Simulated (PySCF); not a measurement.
Record of a relaxation.

Compound: C6H11PS.
Atom-mapped SMILES: `[CH2:1]=[C:2]([CH3:3])[P@H:4](=[S:5])[CH:6]1[CH2:7][CH2:8]1` (hydrogens: H9, H10 on C1; H11, H12, H13 on C3; H14 on P4; H15 on C6; H16, H17 on C7; H18, H19 on C8)

Computed by this run: PySCF 2.14.0, PBE0-D3(BJ)/def2-SVP geometry optimisation, gas phase; density fitting, grid level 1; the optimiser is geomeTRIC in internal coordinates, started from a GFN2-xTB structure with every atom displaced at random (about 0.01 Å). 4 of its 9 geometries are shown. The frame can shift and turn from step to step; on so coarse a grid that alone can change the energy by a few meV, and forces under 0.02 eV/Å are noise.

Step 0: E = -26499.5149 eV, largest atomic force 1.353 eV/Å
```
atom  x, y, z in Å  |  force x, y, z in eV/Å
C1      2.232    1.153   -0.663   -0.388   1.036  -0.779
C2      1.565    0.101   -0.228    0.154  -0.383   0.316
C3      1.986   -0.760    0.906    0.516   0.458   0.244
P4      0.048   -0.364   -1.062   -1.215  -0.017   0.483
S5     -0.516    0.655   -2.610    0.013   0.283  -0.220
C6     -1.218   -0.476    0.286    0.944  -0.033  -0.346
C7     -1.909    0.795    0.648   -0.155   0.525   0.171
C8     -2.639   -0.269   -0.085   -0.885  -0.421   0.608
H9      3.134    1.527   -0.210    0.646   0.013   0.367
H10     1.816    1.747   -1.485    0.050  -0.065  -0.102
H11     3.064   -0.652    1.101   -0.037  -0.120  -0.090
H12     1.483   -0.470    1.831   -0.319   0.004   0.281
H13     1.755   -1.794    0.698   -0.039  -0.801   0.038
H14     0.237   -1.727   -1.290    0.275  -0.663  -0.185
H15    -0.982   -1.197    1.077    0.036   0.019  -0.014
H16    -2.145    1.000    1.694   -0.001  -0.149   0.088
H17    -1.650    1.693    0.082    0.101   0.032  -0.138
H18    -3.408   -0.848    0.452    0.290   0.074  -0.037
H19    -2.884   -0.108   -1.121    0.014   0.206  -0.684
```

Step 3: E = -26499.6478 eV, largest atomic force 0.059 eV/Å
```
atom  x, y, z in Å  |  force x, y, z in eV/Å
C1      2.285    1.279   -0.747    0.025  -0.012  -0.003
C2      1.599    0.238   -0.269   -0.057   0.016   0.004
C3      2.007   -0.611    0.898    0.027   0.033   0.000
P4      0.016   -0.174   -1.079   -0.011   0.009   0.017
S5     -0.472    0.899   -2.633   -0.011   0.011  -0.004
C6     -1.209   -0.178    0.259   -0.009  -0.010  -0.007
C7     -1.912    1.113    0.574   -0.009   0.013   0.020
C8     -2.662    0.004   -0.084    0.012   0.005   0.010
H9      3.239    1.578   -0.302    0.011   0.014  -0.006
H10     1.898    1.852   -1.598    0.015  -0.035   0.028
H11     3.071   -0.468    1.136   -0.011   0.012   0.010
H12     1.422   -0.356    1.798   -0.001  -0.010  -0.012
H13     1.846   -1.684    0.701    0.006  -0.010  -0.014
H14     0.184   -1.568   -1.325    0.008  -0.038  -0.014
H15    -0.963   -0.846    1.091    0.005   0.001   0.002
H16    -2.101    1.335    1.627   -0.001   0.002  -0.008
H17    -1.660    1.977   -0.050   -0.002  -0.008   0.000
H18    -3.388   -0.569    0.498    0.014   0.008  -0.006
H19    -2.901    0.134   -1.144   -0.010   0.000  -0.016
```

Step 5: E = -26499.6501 eV, largest atomic force 0.070 eV/Å
```
atom  x, y, z in Å  |  force x, y, z in eV/Å
C1      2.295    1.267   -0.753    0.013  -0.024  -0.004
C2      1.595    0.241   -0.262    0.031  -0.017  -0.006
C3      2.003   -0.601    0.909   -0.011   0.021   0.019
P4      0.015   -0.174   -1.078   -0.028   0.043  -0.048
S5     -0.473    0.907   -2.628    0.010  -0.016   0.024
C6     -1.215   -0.183    0.255    0.009   0.004   0.023
C7     -1.913    1.110    0.579    0.015  -0.005  -0.038
C8     -2.664    0.010   -0.092   -0.022  -0.009   0.010
H9      3.252    1.563   -0.312   -0.003   0.000   0.002
H10     1.919    1.825   -1.616   -0.009   0.023  -0.011
H11     3.054   -0.419    1.176    0.002   0.005   0.004
H12     1.386   -0.375    1.795   -0.008  -0.015   0.002
H13     1.886   -1.677    0.699    0.005  -0.002  -0.004
H14     0.188   -1.567   -1.335    0.002   0.000   0.015
H15    -0.972   -0.857    1.084   -0.012  -0.005  -0.005
H16    -2.106    1.326    1.633    0.000  -0.004   0.005
H17    -1.655    1.976   -0.039    0.004   0.005   0.003
H18    -3.394   -0.564    0.485   -0.007  -0.009   0.004
H19    -2.902    0.147   -1.152    0.009   0.006   0.005
```

Step 8: E = -26499.6519 eV, largest atomic force under 0.02 eV/Å
```
atom  x, y, z in Å  |  force x, y, z in eV/Å
C1      2.309    1.249   -0.761   -0.002   0.006   0.006
C2      1.595    0.239   -0.257   -0.005  -0.001  -0.006
C3      1.987   -0.585    0.931    0.000  -0.009  -0.005
P4      0.018   -0.176   -1.081    0.007  -0.008   0.011
S5     -0.462    0.906   -2.631    0.002   0.001  -0.006
C6     -1.219   -0.190    0.246    0.004   0.011  -0.002
C7     -1.907    1.106    0.578    0.002  -0.004  -0.003
C8     -2.665    0.019   -0.106   -0.006  -0.002   0.007
H9      3.264    1.543   -0.314    0.001   0.005  -0.004
H10     1.945    1.801   -1.634    0.002  -0.006   0.003
H11     3.008   -0.341    1.257   -0.001   0.001   0.001
H12     1.309   -0.409    1.783    0.000   0.003   0.001
H13     1.950   -1.664    0.706    0.001   0.001   0.002
H14     0.193   -1.570   -1.336   -0.001   0.001   0.001
H15    -0.988   -0.875    1.069   -0.002  -0.004  -0.002
H16    -2.102    1.314    1.633    0.000   0.001  -0.001
H17    -1.637    1.975   -0.031   -0.002   0.002   0.002
H18    -3.402   -0.555    0.462   -0.001   0.002  -0.002
H19    -2.896    0.169   -1.165    0.003   0.000  -0.002
```

**Question.** Summarise the path.

**Answer.** The energy falls by 13.22 kJ/mol from step 0 to step 8; nine tenths of that is first reached at step 1. It falls at every step. The largest force goes from 1.353 to under 0.02 eV/Å. Among the bonds P4–C6 changes most, from 1.852 to 1.814 Å; the atoms move by 0.110 Å rms after alignment.

**Question.** Follow the three bonds and two angles with the largest change from start to end.

**Answer.** 
```tsv
step	E above end (kJ/mol)	largest force (eV/Å)	P4–C6 (Å)	C2–P4 (Å)	P4–H14 (Å)	C6–P4–H14 (°)	C2–C1–H9 (°)
0	13.22	1.353	1.852	1.792	1.396	98.7	124.2
1	1.01	0.238	1.817	1.828	1.437	102.2	120.9
2	0.52	0.107	1.814	1.828	1.428	101.7	121.6
3	0.40	0.059	1.814	1.826	1.425	101.8	121.0
4	0.30	0.056	1.814	1.826	1.425	102.0	121.2
5	0.17	0.070	1.813	1.826	1.427	102.1	121.2
6	0.06	0.066	1.814	1.826	1.428	102.1	121.2
7	0.02	0.027	1.814	1.827	1.428	102.1	121.3
8	0.00	under 0.02	1.814	1.828	1.427	102.0	121.1
```

What follows is the cost of the whole optimisation. On one thread of an INTEL XEON PLATINUM 8581C at 2.10 GHz, shared host, this took 2.2 min wall and 0.80 GiB of memory at its peak.
